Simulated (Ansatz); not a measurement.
Species: sum formula SiN₂H₅ (charge 0, doublet). It need not be the lowest isomer of its formula. 
Structure (B3LYP-D3(BJ)/def2-TZVP (Ansatz, a first-principles code) minimum search):
SMILES: N[SiH]N
```xyz
8

Si     0.0484    -0.5613    -0.0705
N      1.1643     0.6679    -0.5442
N     -1.2133     0.2419     0.7737
H     -0.3212    -1.2141    -1.3713
H      1.5779     1.2780     0.1444
H      1.7875     0.5122    -1.3217
H     -1.8014    -0.2263     1.4412
H     -1.5769     1.1391     0.4886
```
Charge 0, spin multiplicity 2.

Basis-set convergence of Hartree-Fock and CCSD correlation energies (hartree) with Ansatz. Cores are frozen in the correlated levels unless marked. UHF or UKS for open shells. Spin-orbit coupling is left out. Non-relativistic.

```csv
basis,functions,E(HF),"E(corr, CCSD)"
aug-cc-pV(D+d)Z,123,-400.78261,-0.48914
aug-cc-pV(T+d)Z,262,-400.82881,-0.57501
aug-cc-pV(Q+d)Z,479,-400.83903,-0.60185
```

Extrapolating the two largest sets (X = 3 and 4) as X^-3: E(corr) = (64·(-0.60185) - 27·(-0.57501))/37 = -0.6214 Eh, an estimate of the basis-set limit. The largest set recovers 96.8 % of it, the smallest 78.7 %.
